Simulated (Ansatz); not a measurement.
Input for Ansatz (a program for electronic structure): U-CCSD(T)/aug-cc-pVDZ on CH4Be (SMILES [BeH][CH3]), a point of a bond scan (R = 4.261 Å).

Ansatz 0.2 input:
```yaml
crystal:
  periodic: [false, false, false]
  atoms:
    - {symbol: Be, position_ang: [-0.93852540, -0.49476050, -0.13416384]}
    - {symbol: H, position_ang: [-4.67844066, -2.46632396, -0.66879123]}
    - {symbol: C, position_ang: [0.53116533, 0.28001333, 0.07593101]}
    - {symbol: H, position_ang: [1.01548029, -0.00621365, 1.01576467]}
    - {symbol: H, position_ang: [0.42177910, 1.36971531, 0.09486335]}
    - {symbol: H, position_ang: [1.23709912, 0.04633441, -0.72832381]}
basis:
  gaussian:
    orbitals: aug-cc-pVDZ
correlation: {method: ccsd_t, electrons: outside_noble_gas}
scf: {omitted_lower_state_checks: [cluster_reference]}
magnetization: {spin_polarized: true, initial_magnetization: 0}
```

The head of its log:

```
WARN ansatz: RAYON_NUM_THREADS=1 ignored (pool sized by the plan → 1); use --threads N
Functional definition: HF
these checks for a lower state are left out or cut short: cluster_reference
integrals: 0.11 GiB planned
782 factors; integrals over basis functions are off by at most 1.2e-3 eV
mean field: 0.16 GiB planned
mean field evaluation 1: about -1482.5502 eV, gradient 1.7e1 eV
mean field evaluation 2: about -1482.5546 eV, gradient 1.7e1 eV
mean field evaluation 4: about -1485.2859 eV, gradient 3.7e0 eV
mean field evaluation 8: about -1485.5121 eV, gradient 1.6e-3 eV
mean field evaluation 16: about -1485.5121 eV, gradient 9.5e-5 eV
mean field evaluation 32: about -1488.6407 eV, gradient 1.2e-1 eV
mean field evaluation 64: about -1488.6419 eV, gradient 1.4e-1 eV
mean field -1488.64221188 eV, -54.7065922486 hartree, gradient 3.9e-6 eV, S^2 0.995147; 4 other end points of the search recorded, 0 dependent functions left out
2 core orbitals not correlated
reference -1488.64221188 eV, -54.7065922486 hartree; 5, 5 occupied and 75, 75 virtual orbitals, 782 factors
```

Q: Give the final energy of this run.

A: -54.9125 hartree (reference determinant -54.7066, T1 diagnostic 0.013). Its determinant has ⟨S²⟩ = 1.00, a mixture of spin states.
